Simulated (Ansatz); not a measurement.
A small benchmark: atomisation enthalpy at 298 K

6 molecules holding an element from Na to Cl; the atomisation enthalpy at 298 K in kJ/mol, computed less measured. Shapes, held fixed at every level: PBE0-D4/def2-TZVP. Flexible molecules stand in one conformer, not always the lowest. Thermal terms are harmonic and unscaled (PBE0-D4/def2-TZVP); the spin-orbit lowering of the free atoms is taken from their spectra. Programs: Ansatz 0.2.0. Measured values: Active Thermochemical Tables, CRC Handbook of Chemistry and Physics, NIST-JANAF tables.

Levels: A = r2SCAN-D4/def2-TZVPP; B = BHLYP-D4/def2-TZVPP; C = MP2/def2-TZVPP.

| molecule | from tabulated heats | A | B | C |
| --- | --- | --- | --- | --- |
| SO2 (sulfur dioxide) | 1072 | +2 | -174 | +27 |
| CH2Cl2 (dichloromethane) | 1490 | +5 | -70 | -11 |
| C2H2Cl4 (1,1,2,2-tetrachloroethane) | 2504 | +22 | -144 | +22 |
| C2H5Cl (chloroethane) | 2756 | +3 | -70 | -40 |
| Si(CH3)Cl3 (methyltrichlorosilane) | 2714 | +63 | -42 | +36 |
| C2H4N2S2 (dithiooxamide) | 3722 | +24 | -188 | -45 |

Q: Which level does best on this set, which worst, and which err to one side?

A: 
```tsv
level	kind	mean error	mean absolute error	worst case
r2SCAN-D4/def2-TZVPP	meta-GGA	+19.8	19.8	Si(CH3)Cl3
BHLYP-D4/def2-TZVPP	global hybrid	-114.7	114.7	C2H4N2S2
MP2/def2-TZVPP	perturbation theory	-1.8	30.2	C2H4N2S2
```

On this set r2SCAN-D4/def2-TZVPP has the smallest mean absolute error and BHLYP-D4/def2-TZVPP the largest. r2SCAN-D4/def2-TZVPP is too high in 6 of 6; BHLYP-D4/def2-TZVPP is too low in 6 of 6. The heats of C2H2Cl4 come from older tables and can be uncertain by 10 kJ/mol or more. The tabulated value of Si(CH3)Cl3 is in doubt (older tables, estimates, or at odds with other calculations) and kept here. Over the 5 molecules whose values aren't doubted the mean absolute errors are A 11.2; B 129.2; C 29.0. For MP2/def2-TZVPP the error grows with the size of the molecule. Correlated wave functions converge slowly with the basis. The set is small.
